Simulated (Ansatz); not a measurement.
Total energies of InBr₃ from Ansatz at PBE0-D4/def2-TZVPD, gas phase (1 Eh = 27.2114 eV = 2625.5 kJ/mol). The reference geometry is relaxed at PBE0-D4/def2-SVP.

| atom | x (Å) | y (Å) | z (Å) |
| --- | --- | --- | --- |
| In1 | 0.000 | 0.000 | 0.000 |
| Br2 | -1.258 | 2.002 | -0.671 |
| Br3 | 2.149 | 0.234 | 1.168 |
| Br4 | -0.891 | -2.236 | -0.497 |

```json
{"state": "charge 0 singlet", "geometry": "reference", "energy (Eh)": "-7911.88945"}
{"state": "charge -1 doublet", "geometry": "reference", "energy (Eh)": "-7911.94733"}
{"state": "free In atom (doublet)", "geometry": "–", "energy (Eh)": "-190.11403"}
{"state": "free Br atom (doublet)", "geometry": "–", "energy (Eh)": "-2573.81224"}
```

In the def2 sets In takes a core potential; there is no spin–orbit coupling.

Task: Work out the vertical electron affinity, to the doublet.

Result: E(charge 0 singlet) − E(charge -1 doublet) = -7911.88945 − (-7911.94733) = 0.05788 Eh = 1.57 eV.

Task: What is the binding energy per atom against free atoms?

Result: Atoms: 1 × (-190.11403) + 3 × (-2573.81224) = -7911.55075 Eh. Binding: -7911.55075 − (-7911.88945) = 0.33870 Eh = 9.22 eV, or 2.30 eV for each of 4 atoms (no zero-point energy, no counterpoise term).
